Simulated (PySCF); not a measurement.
Symmetry of computed structures. Level of theory: PBE0-D3(BJ)/def2-SVP geometry optimisation, gas phase in PySCF. The symmetry is that of the one conformer found, every atom within 0.08 Å of its image; none is proved a minimum here. The geometries of the anions come from a basis without diffuse functions.

What symmetry has `N#CB(C#N)C#N` (B(CN)3)?

D3h; oblate symmetric top; symmetry number 6; 12 operations, which sort the 7 atoms into 3 sets; dipole forbidden by symmetry (computed 0.01 D); A, B, C = 2610, 2600, 1302 MHz.

Point group, rotor type and polarity of FeC (`[C][Fe]`) [triplet]?

C∞v; linear; symmetry number 1; dipole 3.11 D, along the axis.

What symmetry has `[F:1][P-:2]([F:3])([F:4])([F:5])([F:6])[F:7]` (charge -1)?

Oh; spherical top; symmetry number 24; 48 operations, which sort the 7 atoms into 2 sets; dipole about the centre of mass forbidden by symmetry (computed 0.00 D); heavy atoms equivalent by symmetry: F1/F3/F4/F5/F6/F7.

`[CH3:1][N:2]([CH3:3])[P:4]([N:5]([CH3:6])[CH3:7])[N:8]([CH3:9])[CH3:10]` with C1–N2–P4–N5 -153°, N2–P4–N5–C6 -169°, N2–P4–N8–C9 54°, H–C1–N2–C3 60° (nearest H), H–C3–N2–C1 56° (nearest H), H–C6–N5–P4 44° (nearest H): symmetry, top, dipole?

Cs; asymmetric top; symmetry number 1; 2 operations, which sort the 28 atoms into 15 sets; dipole 0.93 D, in the bc plane, which is the mirror; A, B, C = 1182, 1120, 765.4 MHz; heavy atoms equivalent by symmetry: C1/C10, N2/N8, C3/C9, C6/C7.

Point group, rotor type and polarity of `C#CB(N)N`?

C2v; asymmetric top; symmetry number 2; 4 operations, which sort the 10 atoms into 7 sets; dipole 1.60 D, along a, the twofold axis; A, B, C = 9038, 3659, 2605 MHz.

What symmetry has `[CH2:1]=[CH:2][C:3]([F:4])([C:5]#[N:6])[C:7]#[N:8]` with C1–C2–C3–F4 0°?

Cs; asymmetric top; symmetry number 1; 2 operations, which sort the 11 atoms into 9 sets; dipole 3.75 D, in the ac plane, which is the mirror; A, B, C = 2277, 2089, 1442 MHz.
